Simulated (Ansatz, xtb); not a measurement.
Species: CH₄O₂, charge 0, multiplicity 1. SMILES: C(O)O
Geometry from a B3LYP-D3(BJ)/def2-TZVP (Ansatz, a quantum-chemistry and plane-wave program) optimisation:
```
C
H 1 1.0928
H 1 1.0928 2 109.93
O 1 1.4063 2 105.14 3 120.65
H 4 0.9650 1 108.19 2 -176.05
O 1 1.4063 2 111.93 3 -116.46
H 6 0.9650 1 108.19 2 -56.73
```
Charge 0, spin multiplicity 1.

Harmonic wavenumbers from GFN2-xTB (xtb, at its own minimum), cm⁻¹: 379, 406, 528, 980, 1029, 1067, 1156, 1284, 1322, 1356, 1469, 2902, 2916, 3530, 3532.

Question: Give the harmonic wavenumbers at B3LYP-D3(BJ)/def2-TZVP (Ansatz, finite differences of forces, unscaled).

Answer: 381, 385, 562, 1012, 1032, 1054, 1206, 1369, 1390, 1447, 1528, 3030, 3076, 3780, 3781 cm⁻¹. Zero-point energy 35.8 kcal/mol.

Question: From these and the geometry, give the ideal-gas thermochemistry at 298.15 K and 1 atm (rigid rotor, harmonic oscillator).

Answer: Point group C2, rotational symmetry number 2. Rotational constants 41.84, 10.17, 9.011 GHz. S(trans) 37.53, S(rot) 20.58, S(vib) 2.93, S(elec, spin only) 0.00, S 61.0 cal/(mol K). H(298) - H(0) 2.98 kcal/mol; G - E(el) 20.6 kcal/mol.
